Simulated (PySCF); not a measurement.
## B(2+): ionisation energy

B(2+) [He] 2s1 (2S) → B(3+) 1s2 (1S), as a difference of total energies. All numbers are calculated (PySCF 2.14, the non-relativistic Hamiltonian (point nucleus), in aug-cc-pVTZ). The calculations carry no spin-orbit coupling.

```csv
method,ionisation energy (eV)
UHF,37.815
LDA,37.892
PBE,38.282
PBE0,38.223
r2SCAN,37.849
wB97X,37.394
B97-3,37.911
wB97X-V,38.062
M06-L,37.217
```

For comparison: 37.931 eV (measured; NIST Atomic Spectra Database, ionization energies).
